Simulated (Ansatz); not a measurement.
Isomers of CH9NSi2, relaxed with PBE0-D4/def2-TZVP in Ansatz; electronic energies, one conformer each and not always the lowest. Functionals use def2-TZVPP; CBS adds triple-zeta CCSD(T) − MP2 to the MP2 limit of def2-TZVPP and def2-QZVPP.

Task: Order them by energy at frozen-core CCSD(T)/CBS, lowest first. (An estimate is asked.)
A. `CN[SiH2][SiH3]`
B. `C[SiH2]N[SiH3]`
C. `CN([SiH3])[SiH3]`

Result: B (0.0 kJ/mol), C (88.0 kJ/mol), A (146.6 kJ/mol).

Task: How do MP2/CBS(def2), ωB97M-V, PBE0-D4, HF/CBS(def2) place them (kJ/mol, against `C[SiH2]N[SiH3]`)? (An estimate is asked.)

Result: The calculation gave: 
```
            isomer  MP2/CBS(def2)  ωB97M-V  PBE0-D4  HF/CBS(def2)
  `CN[SiH2][SiH3]`          158.5    148.8    129.2         155.2
`CN([SiH3])[SiH3]`           90.7     88.4     86.9          86.4
```
